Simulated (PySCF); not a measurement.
# IMoN: bending curve

Level of theory: UPBE0 in PySCF with Mo def2-SVP with ECP28, N def2-SVP, I def2-SVP with ECP28; scalar-relativistic core potentials, no spin–orbit coupling; density-fitted integrals.

Rigid scan from the triplet minimum (Mo–I 2.668 Å, Mo–N 1.609 Å; I–Mo–N 116.9°). Coordinate: the N–Mo–I angle, bonds fixed. Energies in kJ/mol from the minimum.

```tsv
bond angle (°)	E (kJ/mol)	dipole size (D)	⟨S²⟩
80	74.6	5.80	2.06
90	33.7	5.51	2.06
100	11.2	5.23	2.06
110	1.6	4.92	2.06
120	0.2	4.52	2.07
130	4.1	3.98	2.08
140	10.8	3.30	2.09
150	18.4	2.54	2.10
160	25.1	1.77	2.12
170	29.8	1.07	2.12
180	31.5	0.71	2.13
```

With the bonds held, the linear shape lies 31.5 kJ/mol from the minimum.

Other spin states or occupations of the open shell can lie lower. Spin–orbit coupling, left out here, can matter for elements this heavy.

Other isomers or separated fragments may lie lower.
